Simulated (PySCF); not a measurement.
## Computed properties of 1-bromo-2-chlorocyclobutene (C₄H₄BrCl), SMILES ClC1=C(Br)CC1

1-bromo-2-chlorocyclobutene (C4H4BrCl), SMILES C1(CCC=1Cl)Br. Coordinates come from a B3LYP-D3(BJ)/def2-SVP optimisation. Other conformers were not sampled. All values are computed for the isolated molecule unless a solvent is named; none is compared with measurement here.

**Structure.** The optimised structure has Cs symmetry. All 24 harmonic modes at B3LYP-D3(BJ)/def2-SVP (PySCF) are real, so it is a minimum. With heavy atoms numbered as in [Cl:1][C:2]1=[C:3]([Br:4])[CH2:5][CH2:6]1, the shortest bond between them is C2–C3 at 1.344 Å and the longest C3–Br4 at 1.869 Å.

**Vibrations.** The strongest infrared lines (harmonic, unscaled, degenerate partners summed) lie at 927 cm⁻¹ (113 km/mol, C 90 %), 1262 cm⁻¹ (60 km/mol, C 57 %, H 43 %), 1690 cm⁻¹ (50 km/mol, C 97 %). The softest mode is at 123 cm⁻¹ and the zero-point energy is 42.7 kcal/mol.

**Electronic structure.** B3LYP/def2-TZVP (PySCF) places the frontier levels at -6.71 and -0.41 eV, a gap of 6.30 eV, and gives a dipole moment of 2.09 D and a mean polarisability of 79.0 bohr³. PBE/def2-TZVP (PySCF) at the same geometry gives -5.81 and -1.15 eV, so its gap is 1.64 eV narrower. An orbital gap is neither the optical nor the fundamental gap.

**Excitations.** TDDFT-B3LYP/def2-SVPD (PySCF) has S1 at 5.39 eV (230 nm, f = 0.000, dark); the most intense of the 10 singlets computed lies at 6.04 eV (f = 0.28). T1 (TDA) is at 3.94 eV. TDDFT-PBE/def2-SVPD (PySCF) puts S1 at 5.09 eV. No vertical singlet excitation falls in the visible range (under 3.1 eV).

**NMR.** GIAO shifts at HF/pcSseg-1 (PySCF) (non-relativistic, atoms alike by connectivity averaged): ¹³C from 34.5 to 151.4 ppm against TMS; ¹H at 2.9 ppm against TMS. Without spin–orbit terms, shifts of atoms bonded to Cl or Br come out too high.
